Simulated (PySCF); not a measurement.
# Simulated characterisation data

Computational details: σ from GIAO-PBE0/pcSseg-1, geometry: GFN2-xTB, in PySCF 2.14.0 with density-fitted response routines (equivalent nuclei averaged, no solvent model, no relativistic terms, one computed conformer).

Scale: ¹H and ¹³C vs TMS (reference shieldings calculated alike). Splittings of carbon signals by F and P are missing where no couplings were computed. Where no couplings were computed, multiplicities follow the n + 1 count of equivalent neighbours, and m marks all less simple cases (inequivalent or close neighbours, rings, F or P nearby). Shifts are as computed. Against solution values, carbons near 30 ppm lie about +3 ppm off and those near 130 ppm about +5 ppm; carbons on Cl a further +6 ppm. Of 1211 compounds with measured shifts, 218 miss one by over three times the rms of a fit or turn the order of signals round; such compounds aren't used in these exercises. Carbons bonded to Cl come out too deshielded.

**1.** `C1C[C@H]2[C@@H](F)[C@]1(F)CC2`, C7H10F2. ¹H NMR (600 MHz, computed): δ 4.76 (m, 1H), 2.46 (m, 1H), 2.43 (m, 1H), 1.95 (m, 1H), 1.83 (m, 1H), 1.76 (m, 1H), 1.66 (m, 1H), 1.64 (m, 1H), 1.46 (m, 1H), 1.31 (m, 1H). ¹³C{¹H} NMR (computed): δ 104.6 (C), 99.7 (CH), 39.5 (CH), 32.4 (CH2), 31.5 (CH2), 29.6 (CH2), 25.4 (CH2).

**2.** SMILES C(=C(\C=C)N(C)C)/C=C\Cl, C8H12ClN. ¹H NMR (600 MHz, computed): δ 6.74 (m, 1H), 6.37 (m, 1H), 5.83 (d, 1H), 5.81 (d, 1H), 5.64 (m, 1H), 5.53 (m, 1H), 3.03 (s, 6H). ¹³C{¹H} NMR (computed): δ 155.1 (C), 146.8 (CH), 133.8 (CH), 125.9 (CH2), 124.1 (CH), 111.0 (CH), 44.4 (CH3).

**3.** `C=CCC/C=C/C(F)F`, C7H10F2. ¹H NMR (600 MHz, computed): δ 6.52 (m, 1H), 6.46 (m, 1H), 6.30 (m, 1H), 5.75 (m, 1H), 5.41 (m, 1H), 5.28 (m, 1H), 2.32 (m, 2H), 2.27 (m, 2H). ¹³C{¹H} NMR (computed): δ 146.8 (CH), 145.0 (CH), 133.0 (CH), 121.5 (CH2), 118.9 (CH), 38.7 (CH2), 38.3 (CH2).

**4.** `FC(F)(F)c1ccpcn1`, C5H3F3NP. ¹H NMR (600 MHz, computed): δ 10.84 (m, 1H), 10.00 (m, 1H), 8.21 (m, 1H). ¹³C{¹H} NMR (computed): δ 191.3 (CH), 177.3 (CH), 152.1 (C), 132.6 (C), 128.2 (CH).
